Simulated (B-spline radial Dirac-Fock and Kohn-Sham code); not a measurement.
**K-line shifts caused by a second vacancy in Re¹⁷⁺**

System: rhenium as Re¹⁷⁺, configuration [Kr] 4d10 4f12.

Input file task.json (cfg lists n, l and occupation; rrms is the nuclear radius in fm):

```json
{"items": [{
  "Z": 75,
  "q": 17,
  "cfg": [[1, 0, 2], [2, 0, 2], [2, 1, 6], [3, 0, 2], [3, 1, 6], [3, 2, 10], [4, 0, 2], [4, 1, 6], [4, 2, 10], [4, 3, 12]],
  "A": 187,
  "rrms": 5.3698,
  "do": ["binding", "quiet", "double"]
}]}
```

Command: `python xray_run.py task.json out`

Model: multi-electron Dirac-Fock with separately optimised hole states, Breit and Lamb-shift corrections added in first order. Program: a radial atomic solver. Each two-hole energy is an average over J within one jj subconfiguration, not an observable level; in light atoms, where LS coupling holds, the j-resolved values are not observed lines, and for a K spectator the Kα1 hypersatellite is nearly forbidden. Electron correlation is not included.

Lines without a spectator: Kα2 (K-L2) 59718.5 eV, Kα1 (K-L3) 61142.5 eV, Kβ3 (K-M2) 68999.2 eV, Kβ1 (K-M3) 69312.6 eV. Shifts in eV with one spectator hole (a dash: not computed, or left out as unreliable):

```tsv
spectator hole	Kα2	Kα1	Kβ3	Kβ1
K (1s)	+1001.7	+1079.8	+1298.1	+1316.4
L2 (2p1/2)	+128.8	+174.1	–	+329.8
L3 (2p3/2)	+96.0	+105.9	+246.3	–
M2 (3p1/2)	–	+27.95	+53.7	+63.6
M3 (3p3/2)	+15.11	–	+45.3	+46.1
M4 (3d3/2)	+5.28	+1.93	–	–
M5 (3d5/2)	-0.20	+3.98	–	–
```
